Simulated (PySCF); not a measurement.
C3H7NOSi, SMILES C#C[Si@H](N)OC.

Geometry: B3LYP-D3(BJ)/def2-SVP. The structure was generated by enumeration; whether it is a known compound was not checked. One conformer was computed; it need not be the lowest.

All values below come from TDA-B3LYP/def2-SVPD (PySCF).

Vertical excitations. Isolated molecule, no solvent.

```json
[
 {"state": "S1", "energy (eV)": "5.94", "λ (nm)": "209", "f": "0.002", "main pairs": "HOMO→LUMO 57 %, HOMO−3→LUMO 17 %, HOMO−2→LUMO 12 %"},
 {"state": "S2", "energy (eV)": "6.19", "λ (nm)": "200", "f": "0.000", "main pairs": "HOMO−2→LUMO 37 %, HOMO−2→LUMO+1 20 %, HOMO→LUMO+1 18 %, HOMO−3→LUMO+1 6 %"},
 {"state": "S3", "energy (eV)": "6.23", "λ (nm)": "199", "f": "0.002", "main pairs": "HOMO−2→LUMO+1 45 %, HOMO−3→LUMO+1 29 %, HOMO→LUMO 10 %, HOMO→LUMO+1 9 %"},
 {"state": "S4", "energy (eV)": "6.39", "λ (nm)": "194", "f": "0.018", "main pairs": "HOMO−3→LUMO 31 %, HOMO→LUMO 25 %, HOMO−1→LUMO 23 %, HOMO−2→LUMO+1 8 %"},
 {"state": "S5", "energy (eV)": "6.55", "λ (nm)": "189", "f": "0.004", "main pairs": "HOMO−1→LUMO 72 %, HOMO−3→LUMO 18 %"},
 {"state": "S6", "energy (eV)": "6.71", "λ (nm)": "185", "f": "0.001", "main pairs": "HOMO−1→LUMO+1 94 %"},
 {"state": "S7", "energy (eV)": "6.80", "λ (nm)": "182", "f": "0.054", "main pairs": "HOMO→LUMO+1 60 %, HOMO−3→LUMO+1 30 %"},
 {"state": "S8", "energy (eV)": "7.21", "λ (nm)": "172", "f": "0.011", "main pairs": "HOMO→LUMO+2 68 %, HOMO→LUMO+3 24 %"},
 {"state": "S9", "energy (eV)": "7.33", "λ (nm)": "169", "f": "0.026", "main pairs": "HOMO−4→LUMO 87 %"},
 {"state": "S10", "energy (eV)": "7.53", "λ (nm)": "165", "f": "0.027", "main pairs": "HOMO−1→LUMO+2 67 %, HOMO−4→LUMO+1 15 %"},
 {"state": "T1", "energy (eV)": "4.93", "λ (nm)": "251", "f": "0", "main pairs": "HOMO−2→LUMO 32 %, HOMO−3→LUMO+1 15 %, HOMO−3→LUMO 14 %, HOMO−2→LUMO+1 10 %"},
 {"state": "T2", "energy (eV)": "5.36", "λ (nm)": "231", "f": "0", "main pairs": "HOMO−2→LUMO+1 22 %, HOMO→LUMO 22 %, HOMO−3→LUMO 19 %, HOMO−2→LUMO 11 %"},
 {"state": "T3", "energy (eV)": "5.38", "λ (nm)": "231", "f": "0", "main pairs": "HOMO−2→LUMO 26 %, HOMO−3→LUMO+1 20 %, HOMO→LUMO+1 17 %, HOMO−2→LUMO+1 11 %"},
 {"state": "T4", "energy (eV)": "5.95", "λ (nm)": "208", "f": "0", "main pairs": "HOMO→LUMO 57 %, HOMO−2→LUMO+1 25 %, HOMO−3→LUMO+1 11 %"}
]
```
Triplets are in the Tamm–Dancoff approximation.
